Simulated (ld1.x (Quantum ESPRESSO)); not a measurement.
# nickel: excitation energies, all-electron against TM

ld1.x (Quantum ESPRESSO) 7.5 input, shortened:

```
&input
   title='Ni', zed=28., rel=1, dft='PBESOL', iswitch=3,
   config='[Ar] 3d8 4s2 4p0'
 /
 &inputp
   pseudotype=2, tm=.true., lloc=0,
   nlcc=.false.
 /
3
3P  2  1   6.00   0.00  1.30  1.30  0.0
3D  3  2   8.00   0.00  1.40  1.40  0.0
4S  1  0   2.00   0.00  1.74  1.74  0.0
 &test
   configts(1)='3p6 3d8 4s2 4p0'
 /
```

Energies are relative to the spin-unpolarised reference configuration 3p6 3d8 4s2 4p0; without spin polarisation the order of configurations can differ from experiment.

```json
{"valence configuration": "3p6 3d8 4s0 4p0", "charge": "+2", "ΔE all-electron (eV)": "26.597", "error AE − PS (meV)": "-30"}
{"valence configuration": "3p6 3d7 4s0 4p0", "charge": "+3", "ΔE all-electron (eV)": "64.034", "error AE − PS (meV)": "-229"}
{"valence configuration": "3p6 3d8 4s1 4p1", "charge": "0", "ΔE all-electron (eV)": "4.630", "error AE − PS (meV)": "-645"}
{"valence configuration": "3p6 3d8 4s0 4p2", "charge": "0", "ΔE all-electron (eV)": "9.542", "error AE − PS (meV)": "-1595"}
{"valence configuration": "3p6 3d8 4s1.5 4p0", "charge": "+0.5", "ΔE all-electron (eV)": "3.727", "error AE − PS (meV)": "-1.1"}
{"valence configuration": "3p6 3d7 4s2 4p1", "charge": "0", "ΔE all-electron (eV)": "10.578", "error AE − PS (meV)": "-1176"}
```

Task: What are ΔE and the potential's error for 3p6 3d8 4s1 4p0?

Result: ΔE = 9.337 eV all-electron; the error (AE − PS) is -4.8 meV.

These tests converged, but a pseudo level misses the all-electron one widely, so the file describes the atom poorly there or has found another state: 3p6 3d7 4s0 4p0: empty 4p by 3.0 eV. ld1.x printed “convergence not achieved” for 4 of the counted tests; their residual had stalled under 1e-8, short of the target of 1e-14.
